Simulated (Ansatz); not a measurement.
Reactions of `F[CH](F)[GeH3]`.

Program: Ansatz. Geometries: PBE0-D4/def2-TZVP. ΔE: electronic, gas phase. CCSD(T)/CBS adds triple-zeta CCSD(T) − MP2 to the extrapolated MP2 energy (def2 sets, frozen cores). This one scheme is used for every species. Functionals use def2-TZVPP. No spin–orbit coupling; open shells (•) take unrestricted orbitals. For Ge outer-core shells are correlated without core-valence functions, which leaves a few kJ/mol of doubt a bond. Scalar relativity is left out up to krypton. One conformer a species, not always the lowest.

```csv
reaction,CCSD(T)/CBS(def2) (kcal/mol)
`F[CH](F)[GeH3]` + `C=C[CH2][GeH2][F]` → `[F][GeH2][CH2][GeH3]` + `C=CC(F)F`,-11.7
`F[CH](F)[GeH3]` → `[CH]F` + `[F][GeH3]`,61.3
`F[CH](F)[GeH3]` + `C#[C][AlH2]` → `C#[C][AlH][GeH3]` + `FCF`,-17.2
`F[CH](F)[GeH3]` + HCl → `FC(F)Cl` + GeH₄,?
`F[CH](F)[GeH3]` → `F[CH]F`• + `[GeH3]`•,76.7
```

Task: Fill in the missing values. (Estimate.)

Result: Computed: `F[CH](F)[GeH3]` + HCl → `FC(F)Cl` + GeH₄: +3.8 kcal/mol.

Largest T1 diagnostic: 0.018, for `[CH]F`.
